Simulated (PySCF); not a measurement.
C₂H₆BClFN, SMILES CN(C)B(F)Cl. Atoms are numbered in the order given.

```xyz
12

B     -0.4662     0.3237     0.0000
F     -1.8094     0.3855     0.0000
Cl     0.4189     1.8721     0.0000
N      0.1900    -0.9204     0.0000
C     -0.5647    -2.1646     0.0000
C      1.6312    -1.0913     0.0000
H     -0.3234    -2.7772     0.8975
H     -0.3234    -2.7772    -0.8975
H     -1.6490    -1.9543     0.0000
H      1.9648    -1.6593    -0.8973
H      1.9648    -1.6593     0.8973
H      2.1323    -0.1071     0.0000
```
Charge 0, spin multiplicity 1.

Geometry optimised at PBE-D3(BJ)/def2-SVP. The values are those of a single conformer.

Computed with PySCF with PBE-D3(BJ)/def2-SVP.

Frequencies are harmonic and unscaled.

```json
[
 {"mode": "1", "ν (cm⁻¹)": "107", "IR (km/mol)": "0.1", "moving atoms (share of kinetic energy)": "C 38 %, H 24 %, F 22 %, Cl 14 %"},
 {"mode": "2", "ν (cm⁻¹)": "161", "IR (km/mol)": "0.2", "moving atoms (share of kinetic energy)": "H 77 %, N 16 %"},
 {"mode": "3", "ν (cm⁻¹)": "191", "IR (km/mol)": "0.0", "moving atoms (share of kinetic energy)": "H 97 %"},
 {"mode": "4", "ν (cm⁻¹)": "220", "IR (km/mol)": "0.3", "moving atoms (share of kinetic energy)": "C 32 %, Cl 30 %, H 15 %, F 14 %"},
 {"mode": "5", "ν (cm⁻¹)": "272", "IR (km/mol)": "2.4", "moving atoms (share of kinetic energy)": "H 44 %, N 39 %"},
 {"mode": "6", "ν (cm⁻¹)": "325", "IR (km/mol)": "7.5", "moving atoms (share of kinetic energy)": "F 38 %, C 32 %, H 15 %, Cl 10 %"},
 {"mode": "7", "ν (cm⁻¹)": "394", "IR (km/mol)": "0.1", "moving atoms (share of kinetic energy)": "Cl 32 %, F 24 %, C 18 %, H 16 %"},
 {"mode": "8", "ν (cm⁻¹)": "420", "IR (km/mol)": "2.6", "moving atoms (share of kinetic energy)": "C 33 %, H 21 %, N 16 %, Cl 14 %, F 12 %"},
 {"mode": "9", "ν (cm⁻¹)": "560", "IR (km/mol)": "18.6", "moving atoms (share of kinetic energy)": "B 79 %, N 12 %"},
 {"mode": "10", "ν (cm⁻¹)": "606", "IR (km/mol)": "18.8", "moving atoms (share of kinetic energy)": "F 32 %, C 27 %, Cl 13 %, H 11 %, N 9 %"},
 {"mode": "11", "ν (cm⁻¹)": "934", "IR (km/mol)": "18.2", "moving atoms (share of kinetic energy)": "C 38 %, B 26 %, H 20 %, N 12 %"},
 {"mode": "12", "ν (cm⁻¹)": "1047", "IR (km/mol)": "8.5", "moving atoms (share of kinetic energy)": "H 74 %, C 24 %"},
 {"mode": "13", "ν (cm⁻¹)": "1076", "IR (km/mol)": "0.0", "moving atoms (share of kinetic energy)": "H 80 %, C 20 %"},
 {"mode": "14", "ν (cm⁻¹)": "1103", "IR (km/mol)": "185.8", "moving atoms (share of kinetic energy)": "H 44 %, B 33 %, C 18 %"},
 {"mode": "15", "ν (cm⁻¹)": "1135", "IR (km/mol)": "0.8", "moving atoms (share of kinetic energy)": "H 68 %, C 20 %, N 12 %"},
 {"mode": "16", "ν (cm⁻¹)": "1215", "IR (km/mol)": "15.6", "moving atoms (share of kinetic energy)": "N 45 %, C 25 %, B 12 %, H 10 %"},
 {"mode": "17", "ν (cm⁻¹)": "1255", "IR (km/mol)": "223.9", "moving atoms (share of kinetic energy)": "B 41 %, N 26 %, F 13 %, H 12 %, C 8 %"},
 {"mode": "18", "ν (cm⁻¹)": "1377", "IR (km/mol)": "4.7", "moving atoms (share of kinetic energy)": "H 86 %, C 13 %"},
 {"mode": "19", "ν (cm⁻¹)": "1396", "IR (km/mol)": "33.5", "moving atoms (share of kinetic energy)": "H 72 %, C 21 %"},
 {"mode": "20", "ν (cm⁻¹)": "1410", "IR (km/mol)": "0.0", "moving atoms (share of kinetic energy)": "H 97 %"},
 {"mode": "21", "ν (cm⁻¹)": "1418", "IR (km/mol)": "48.3", "moving atoms (share of kinetic energy)": "H 84 %, B 9 %"},
 {"mode": "22", "ν (cm⁻¹)": "1421", "IR (km/mol)": "17.1", "moving atoms (share of kinetic energy)": "H 97 %"},
 {"mode": "23", "ν (cm⁻¹)": "1422", "IR (km/mol)": "14.1", "moving atoms (share of kinetic energy)": "H 96 %"},
 {"mode": "24", "ν (cm⁻¹)": "1539", "IR (km/mol)": "280.2", "moving atoms (share of kinetic energy)": "N 39 %, B 33 %, H 25 %"},
 {"mode": "25", "ν (cm⁻¹)": "2934", "IR (km/mol)": "33.2", "moving atoms (share of kinetic energy)": "H 97 %"},
 {"mode": "26", "ν (cm⁻¹)": "2940", "IR (km/mol)": "87.6", "moving atoms (share of kinetic energy)": "H 97 %"},
 {"mode": "27", "ν (cm⁻¹)": "2995", "IR (km/mol)": "60.6", "moving atoms (share of kinetic energy)": "H 91 %, C 9 %"},
 {"mode": "28", "ν (cm⁻¹)": "3002", "IR (km/mol)": "0.6", "moving atoms (share of kinetic energy)": "H 90 %, C 10 %"},
 {"mode": "29", "ν (cm⁻¹)": "3100", "IR (km/mol)": "1.8", "moving atoms (share of kinetic energy)": "H 91 %, C 9 %"},
 {"mode": "30", "ν (cm⁻¹)": "3101", "IR (km/mol)": "3.9", "moving atoms (share of kinetic energy)": "H 91 %, C 9 %"}
]
```
